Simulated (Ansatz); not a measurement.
One change: `NCC[CH2][AlH2]` becomes `NBCCN`.

Ansatz, PBE0-D4/def2-TZVP geometries, multiplicity 1. Each molecule was computed in one conformer, which needn't be the lowest.

| property | `NCC[CH2][AlH2]` |
| --- | --- |
| LUMO energy (PBE0/def2-TZVPP) / eV | -1.00 |
| size of the dipole moment (ωB97M-V/def2-TZVPP) / D | 0.78 |
| LUMO energy (PBE/def2-TZVPP) / eV | -1.76 |
| LUMO energy (B3LYP/def2-TZVPP) / eV | -1.20 |
| HOMO–LUMO gap (ωB97M-V/def2-TZVPP) / eV | 10.20 |
| HOMO–LUMO gap (PBE/def2-TZVPP) / eV | 4.09 |

(1) What does the change do to each property? (Best estimate.)

## Answers

(1) The calculation gave: 
```tsv
property	`NBCCN`	shift
LUMO energy (PBE0/def2-TZVPP) / eV	0.94	1.94
size of the dipole moment (ωB97M-V/def2-TZVPP) / D	1.59	0.81
LUMO energy (PBE/def2-TZVPP) / eV	-0.04	1.72
LUMO energy (B3LYP/def2-TZVPP) / eV	0.66	1.86
HOMO–LUMO gap (ωB97M-V/def2-TZVPP) / eV	11.51	1.31
HOMO–LUMO gap (PBE/def2-TZVPP) / eV	5.19	1.10
```

With PBE0 the HOMO rises by 0.55 eV and the LUMO rises by 1.94 eV, so the gap widens by about 1.39 eV. PBE moves the HOMO by 0.63 eV and ωB97M-V by 0.49 eV. Dipoles are sizes alone; their direction can turn.

B3LYP here is the variant with VWN-RPA as its local correlation; programs differ in this.
